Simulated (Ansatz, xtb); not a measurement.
**Two structures of FGeH4PSi**

Structure X: a singlet given by its coordinates. Structure Y: a singlet given by its coordinates. Both are isolated molecules in the gas phase, relaxed with PBE0-D3(BJ)/def2-SVP.

X (Å):

```yaml
atoms:
  - { symbol: F, position_ang: [-1.4826, 0.2385, -0.8373] }
  - { symbol: Ge, position_ang: [-0.7101, 2.6963, -0.6398] }
  - { symbol: P, position_ang: [-1.8475, 2.3413, 1.4250] }
  - { symbol: Si, position_ang: [-2.5587, 0.4997, 0.4127] }
  - { symbol: H, position_ang: [-2.5269, -0.7299, 1.2514] }
  - { symbol: H, position_ang: [-3.8898, 0.6993, -0.2160] }
  - { symbol: H, position_ang: [-0.7641, 1.7115, 2.1125] }
  - { symbol: H, position_ang: [-2.1305, 2.8639, -1.3562] }
```

Close contacts (Å): F1–Si4 1.67, Ge2–P3 2.38, P3–Si4 2.22, Ge2–H8 1.60, P3–H7 1.43, Si4–H5 1.49, Si4–H6 1.49.

Y (Å):

```xyz
8

F    -3.3525    2.0377    0.1102
Ge    1.4072    1.0085   -1.4618
P    -0.3138    2.3463   -0.7758
Si   -2.0247    1.1139   -0.0653
H    -1.7784    0.4801    1.2596
H    -2.2772    0.1062   -1.1290
H     0.1375    3.0477    0.3742
H     0.3412    0.0649   -2.1866
```

Close contacts (Å): F1–Si4 1.63, Ge2–P3 2.29, P3–Si4 2.23, Ge2–H8 1.60, P3–H7 1.42, Si4–H5 1.49, Si4–H6 1.49.

Estimate E(Y) − E(X) at the level CCSD(T)/def2-SVP + ΔMP2/def2-TZVPP.

Too close to call at this level: CCSD(T)/def2-SVP + ΔMP2/def2-TZVPP gives E(Y) − E(X) = +0.20 kcal/mol.

The same difference at several levels:

```csv
level,geometry,E(Y) − E(X) (kcal/mol),departure from the last row (kcal/mol),"job, with rough time for the two"
PBE0-D3(BJ)/def2-SVP,PBE0-D3(BJ)/def2-SVP,+2.25,+2.06,"optimisation, 2.2 min"
HF/def2-SVP,PBE0-D3(BJ)/def2-SVP,+0.14,−0.05,part of the CCSD(T) run
MP2/def2-SVP,PBE0-D3(BJ)/def2-SVP,+1.80,+1.61,part of the CCSD(T) run
CCSD(T)/def2-SVP,PBE0-D3(BJ)/def2-SVP,+1.72,+1.52,single point
CCSD(T)/def2-SVP + ΔMP2/def2-TZVPP,PBE0-D3(BJ)/def2-SVP,+0.20,,"single point, 29 s"
```

The largest departure from CCSD(T)/def2-SVP + ΔMP2/def2-TZVPP is that of PBE0-D3(BJ)/def2-SVP, 2.06 kcal/mol. Levels run at GFN2-xTB geometries aren't shown. The last row adds to CCSD(T) the change of the MP2 difference between the two basis sets, here −1.52 kcal/mol.

With harmonic frequencies from PBE0-D3(BJ)/def2-SVP (ideal gas, rigid rotor, one conformer each, 298.15 K, 1 atm): on the last row, ΔE + ΔZPE = +0.02 kcal/mol. A mode under 50 cm⁻¹ makes harmonic enthalpies and free energies unreliable, so none is given.

The correlated steps freeze 20 core orbitals; the filled d shell of Ge is correlated, in a basis made for valence electrons. Codes used: Ansatz 0.2.0; the last row on 2 threads of Intel(R) Xeon(R) Platinum 8259CL CPU @ 2.50GHz (Skylake/Cascade Lake) on a shared host.
